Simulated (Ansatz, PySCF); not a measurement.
CH7Cl2NSi2, SMILES [SiH3]CN[SiH](Cl)Cl. Atoms are numbered in the order given.

```xyz
13

Si    -3.3601    -0.3412    -0.1211
C     -1.6721     0.0403     0.6676
N     -0.5787    -0.5116    -0.1329
Si     0.9777     0.1948    -0.2109
Cl     1.9654     0.2012     1.6221
Cl     2.0799    -0.9315    -1.5463
H     -4.4648     0.1030     0.7789
H     -3.4630    -1.8159    -0.3332
H     -3.4762     0.3454    -1.4383
H     -1.6488    -0.3035     1.7208
H     -1.5682     1.1390     0.7115
H     -0.6472    -1.5089    -0.3185
H      0.9030     1.6043    -0.6445
```

Geometry optimised at B3LYP-D3(BJ)/def2-SVP. The structure was generated by enumeration, and PubChem lists no compound with its InChIKey, so it may never have been made. The values are those of a single conformer.

Two levels are set side by side: PBE-D3(BJ)/def2-SVP (Ansatz, a first-principles code) and B3LYP-D3(BJ)/def2-SVP (Ansatz). Each level has its own optimised geometry; the coordinates shown are those of the second. Frequencies come from the Hessian of PySCF at each geometry. Differences are taken from unrounded values.

```json
[
 {"quantity": "mean bond length (Å)", "B3LYP-D3(BJ)": "1.534", "PBE-D3(BJ)": "1.543", "PBE-D3(BJ) minus B3LYP-D3(BJ)": "0.009"},
 {"quantity": "bond Si1–C2 (Å)", "B3LYP-D3(BJ)": "1.902", "PBE-D3(BJ)": "1.910", "PBE-D3(BJ) minus B3LYP-D3(BJ)": "0.008"},
 {"quantity": "bond C2–N3 (Å)", "B3LYP-D3(BJ)": "1.463", "PBE-D3(BJ)": "1.463", "PBE-D3(BJ) minus B3LYP-D3(BJ)": "0.000"},
 {"quantity": "bond N3–Si4 (Å)", "B3LYP-D3(BJ)": "1.711", "PBE-D3(BJ)": "1.723", "PBE-D3(BJ) minus B3LYP-D3(BJ)": "0.012"},
 {"quantity": "bond Si4–Cl5 (Å)", "B3LYP-D3(BJ)": "2.082", "PBE-D3(BJ)": "2.088", "PBE-D3(BJ) minus B3LYP-D3(BJ)": "0.006"},
 {"quantity": "bond Si4–Cl6 (Å)", "B3LYP-D3(BJ)": "2.066", "PBE-D3(BJ)": "2.070", "PBE-D3(BJ) minus B3LYP-D3(BJ)": "0.004"},
 {"quantity": "bond Si1–H7 (Å)", "B3LYP-D3(BJ)": "1.492", "PBE-D3(BJ)": "1.505", "PBE-D3(BJ) minus B3LYP-D3(BJ)": "0.013"},
 {"quantity": "bond Si1–H8 (Å)", "B3LYP-D3(BJ)": "1.494", "PBE-D3(BJ)": "1.506", "PBE-D3(BJ) minus B3LYP-D3(BJ)": "0.013"},
 {"quantity": "bond Si1–H9 (Å)", "B3LYP-D3(BJ)": "1.490", "PBE-D3(BJ)": "1.503", "PBE-D3(BJ) minus B3LYP-D3(BJ)": "0.013"},
 {"quantity": "bond C2–H10 (Å)", "B3LYP-D3(BJ)": "1.108", "PBE-D3(BJ)": "1.117", "PBE-D3(BJ) minus B3LYP-D3(BJ)": "0.009"},
 {"quantity": "bond C2–H11 (Å)", "B3LYP-D3(BJ)": "1.104", "PBE-D3(BJ)": "1.113", "PBE-D3(BJ) minus B3LYP-D3(BJ)": "0.008"},
 {"quantity": "bond N3–H12 (Å)", "B3LYP-D3(BJ)": "1.017", "PBE-D3(BJ)": "1.024", "PBE-D3(BJ) minus B3LYP-D3(BJ)": "0.008"},
 {"quantity": "bond Si4–H13 (Å)", "B3LYP-D3(BJ)": "1.477", "PBE-D3(BJ)": "1.491", "PBE-D3(BJ) minus B3LYP-D3(BJ)": "0.015"},
 {"quantity": "highest harmonic wavenumber (cm⁻¹)", "B3LYP-D3(BJ)": "3580", "PBE-D3(BJ)": "3500", "PBE-D3(BJ) minus B3LYP-D3(BJ)": "-81"},
 {"quantity": "mean harmonic wavenumber (cm⁻¹)", "B3LYP-D3(BJ)": "1088", "PBE-D3(BJ)": "1056", "PBE-D3(BJ) minus B3LYP-D3(BJ)": "-32"},
 {"quantity": "zero-point energy (kcal/mol)", "B3LYP-D3(BJ)": "51.33", "PBE-D3(BJ)": "49.80", "PBE-D3(BJ) minus B3LYP-D3(BJ)": "-1.52"}
]
```

GGA bonds tend to be longer and softer than those of functionals with exact exchange. Differences between two approximate levels are no errors against the true value.
